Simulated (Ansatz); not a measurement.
`CCO[CH]([GaH2])O[SiH3]`. The species carries charge 0 and has multiplicity 1. Geometry: relaxed with PBE0-D4/def2-TZVP. It is one conformer, not always the lowest.

```xyz
18

C    -2.442    1.339   -0.335
C    -1.054    1.455    0.253
O    -0.104    0.673   -0.467
C    -0.039   -0.662   -0.086
Ga    1.082   -1.678   -1.439
O     0.571   -0.794    1.214
Si    2.201   -0.658    1.228
H    -2.442    1.647   -1.382
H    -2.819    0.315   -0.278
H    -3.139    1.977    0.213
H    -0.698    2.485    0.188
H    -1.043    1.165    1.309
H    -1.045   -1.082    0.044
H     1.162   -3.237   -1.251
H     1.653   -0.964   -2.712
H     2.722    0.728    1.281
H     2.667   -1.236   -0.104
H     2.767   -1.474    2.324
```

What is the dipole moment at B3LYP/def2-TZVPP? (Best estimate.)

Computed: 1.44 D, with components (-0.57, 0.81, 1.05) D in this frame, pointing from negative to positive charge.

And with PBE, r2SCAN, ωB97M-V? (Estimate.)

The calculation gave: PBE 1.52 D, r2SCAN 1.51 D, ωB97M-V 1.40 D.

Give the Mulliken charges with B3LYP, r2SCAN, ωB97M-V in def2-TZVPP. (Best estimate.)

The calculation gave: 
```csv
atom,B3LYP,r2SCAN,ωB97M-V
C1,-0.24,-0.14,-0.28
C2,0.01,0.11,-0.07
O3,-0.34,-0.32,-0.30
C4,0.17,0.16,0.00
Ga5,0.17,0.20,0.18
O6,-0.38,-0.38,-0.36
Si7,0.45,0.47,0.36
H8,0.09,0.05,0.11
H9,0.07,0.04,0.09
H10,0.08,0.04,0.10
H11,0.09,0.04,0.11
H12,0.07,0.04,0.10
H13,0.09,0.06,0.13
H14,-0.06,-0.07,-0.03
H15,-0.05,-0.06,-0.02
H16,-0.06,-0.06,-0.02
H17,-0.11,-0.10,-0.08
H18,-0.05,-0.06,-0.01
```

B3LYP here is the variant with VWN-RPA as its local correlation; programs differ in this.
